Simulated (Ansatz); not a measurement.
Calculated with Ansatz (gas phase, PBE0-D4/def2-TZVP geometries, no zero-point term in ΔE). CBS: MP2 limit from def2 TZ/QZ plus the TZ coupled-cluster correction, frozen cores. This one scheme is used for every species. DFT in def2-TZVPP. One conformer a species, not always the lowest.

Reaction (ligand exchange at the Al–O bond): `C[O][Al]([OH])[Cl]` + H–F → `C[O][Al]([F])[Cl]` + H₂O

```json
{"level": "B97M-V", "ΔE (kJ/mol)": "-48.4", "difference from CCSD(T)/CBS": "-2.7"}
{"level": "r2SCANh-D4", "ΔE (kJ/mol)": "-44.7", "difference from CCSD(T)/CBS": "1.0"}
{"level": "B2PLYP", "ΔE (kJ/mol)": "-45.8", "difference from CCSD(T)/CBS": "-0.1"}
{"level": "PBE", "ΔE (kJ/mol)": "-44.5", "difference from CCSD(T)/CBS": "1.2"}
{"level": "BLYP", "ΔE (kJ/mol)": "-48.4", "difference from CCSD(T)/CBS": "-2.7"}
{"level": "PBE0", "ΔE (kJ/mol)": "-44.0", "difference from CCSD(T)/CBS": "1.7"}
{"level": "HF/def2-TZVPP", "ΔE (kJ/mol)": "-49.5", "difference from CCSD(T)/CBS": "-3.8"}
{"level": "CCSD/def2-TZVPP", "ΔE (kJ/mol)": "-44.5", "difference from CCSD(T)/CBS": "1.2"}
{"level": "HF/def2-QZVPP", "ΔE (kJ/mol)": "-51.6", "difference from CCSD(T)/CBS": "-5.9"}
{"level": "MP2/CBS(def2)", "ΔE (kJ/mol)": "-44.2", "difference from CCSD(T)/CBS": "1.5"}
{"level": "CCSD(T)/CBS", "ΔE (kJ/mol)": "-45.7", "difference from CCSD(T)/CBS": "0"}
```

Largest T1 diagnostic among the species: 0.011.

In def2-TZVPP, CCSD(T) changes the Hartree–Fock value by +6.0 kJ/mol (the triples alone add +1.1 kJ/mol) and MP2 by +7.4 kJ/mol. Leaving LDA and LC-ωPBE aside and taking each functional with its dispersion term where it has one, the values, not all of them listed here, spread over 5.9 kJ/mol, from B97M-V to HSE06-D4. LDA lies +5.4 kJ/mol from PBE without D4.
